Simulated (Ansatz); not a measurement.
Reaction (hydrogenolysis of a C–C bond): `FC(F)=CC=C(F)F` + H₂ → `C=C(F)F` + `C=C(F)F`

Isolated molecules relaxed with PBE0-D4/def2-TZVP in Ansatz; ΔE leaves out vibrations. CCSD(T)/CBS is the MP2 limit (def2-TZVPP, def2-QZVPP) plus CCSD(T) − MP2 in def2-TZVPP, frozen cores. This one scheme is used for every species. Functionals use def2-TZVPP. Each species was taken in one conformer, which may not be the lowest.

Task: Is it downhill or uphill in electronic energy at CCSD(T)/CBS, and by how much? (Best estimate.)

Result: The calculation gave: Downhill: ΔE = -10.1 kcal/mol.

Task: What do these levels give: CAM-B3LYP-D4, ωB97X-V, ωB97M-V, r2SCAN, RPA@PBE/def2-TZVPP, MP2/def2-SVP, HF/def2-TZVPP, CCSD/def2-TZVPP, CCSD(T)/def2-TZVPP, MP2/def2-QZVPP, SCS-MP2/def2-QZVPP, HF/CBS(def2)? (An estimate is asked.)

Result: The calculation gave: CAM-B3LYP-D4 -10.4, ωB97X-V -10.3, ωB97M-V -10.6, r2SCAN -8.1, RPA@PBE/def2-TZVPP -10.0, MP2/def2-SVP -7.0, HF/def2-TZVPP -16.3, CCSD/def2-TZVPP -11.7, CCSD(T)/def2-TZVPP -10.1, MP2/def2-QZVPP -8.6, SCS-MP2/def2-QZVPP -10.1, HF/CBS(def2) -16.3 kcal/mol.

Task: What do rigid-rotor, harmonic-oscillator terms from PBE0-D4/def2-TZVP frequencies (298.15 K, 1 bar) make of the CCSD(T)/CBS value? (Best estimate.)

Result: Ansatz gave: ΔZPE = +5.0 kcal/mol, ΔH = -6.5 kcal/mol, ΔS = 43 J/(mol·K), ΔG = -9.6 kcal/mol.

Largest T1 diagnostic among the species: 0.013.

The D4 term adds +2.1 kcal/mol with B3LYP and +1.2 kcal/mol with PBE0; it sums over pairs of atoms, weighted by their polarisabilities, and B3LYP, whose exchange is more repulsive, gets the larger term. From BLYP to BHLYP (50 % exact exchange), in def2-TZVPP and without D4, ΔE moves by −2.4 kcal/mol.

B3LYP here is the variant with VWN-RPA as its local correlation; programs differ in this.
